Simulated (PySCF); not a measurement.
# Simulated absorption spectrum

GaCl2I.
Structure used (PBE0-D3(BJ)/def2-SVP), in Å, numbered top down from 1:
```xyz
4
Cl2GaI angstrom
Ga     0.0300    0.0566   -0.0008
Cl     2.1587    0.0599    0.0152
Cl    -0.9685    1.9373   -0.0231
I     -1.2202   -2.0538    0.0088
```

Method: TDDFT wB97X-D/def2-SVPD, vertical, gas phase, core orbitals frozen in the response, def2 core potentials past Kr in PySCF. Spin–orbit coupling is left out.

Each state is given a Gaussian of 0.4 eV full width at half maximum, with ε(max) = 2.175×10⁸ f / Δν̃ (Δν̃ the width in cm⁻¹). The width is an assumption, not a result. The curve ends short of the highest state used, and states not computed would add to its high-energy end.

```
E (eV)  ε (L mol⁻¹ cm⁻¹)
  4.24                 2
  4.34                11
  4.44                53
  4.54               186
  4.64               472
  4.74               867
  4.84              1168
  4.94              1165
  5.04               867
  5.14               484
  5.24               202
  5.34                67
  5.44                34
  5.54                58
  5.64               118
  5.74               203
  5.84               363
  5.94               808
  6.04              2028
  6.14              4892
  6.24             10046
  6.34             16069
  6.43             18981
  6.53             16923
  6.63             11337
  6.73              6665
  6.83              4746
  6.93              4276
  7.03              3710
  7.13              3146
```

(1) Locate the maxima and give the states behind the curve.

(2) Coming from long wavelengths, where does ε first pass 100 L mol⁻¹ cm⁻¹?

(3) On this curve, what absorbance would a 10⁻⁵ mol/L sample give at 222 nm over a 1 cm path?

## Answers

(1) 254 nm (4.89 eV), ε about 1200, made up of S1 (67%) and S2 (33%); 192 nm (6.44 eV), ε about 19000, made up of S7 (97%) (ε in L mol⁻¹ cm⁻¹; maxima over ε = 5, shares over 10%). The states used: S1 4.84 eV (f 0.013); S2 4.98 eV (f 0.0068); S3 5.44 eV (f 0.0000); S4 5.79 eV (f 0.0023); S5 6.17 eV (f 0.018); S6 6.27 eV (f 0.0000); S7 6.45 eV (f 0.275); S8 6.48 eV (f 0.0013); S9 6.58 eV (f 0.0000); S10 6.88 eV (f 0.032); S11 7.01 eV (f 0.031); S12 7.53 eV (f 0.137); S13 7.57 eV (f 0.092); S14 7.66 eV (f 0.095); S15 7.73 eV (f 0.056).

(2) At about 276 nm (4.49 eV), 0.36 eV below S1.

(3) 222 nm is 5.585 eV, where ε is about 81 L mol⁻¹ cm⁻¹, so A = ε c l ≈ 0.00081 (Beer–Lambert, with the gas-phase spectrum and the assumed width).

All these states lie below the vertical ionisation energy of 10.53 eV (ΔSCF).
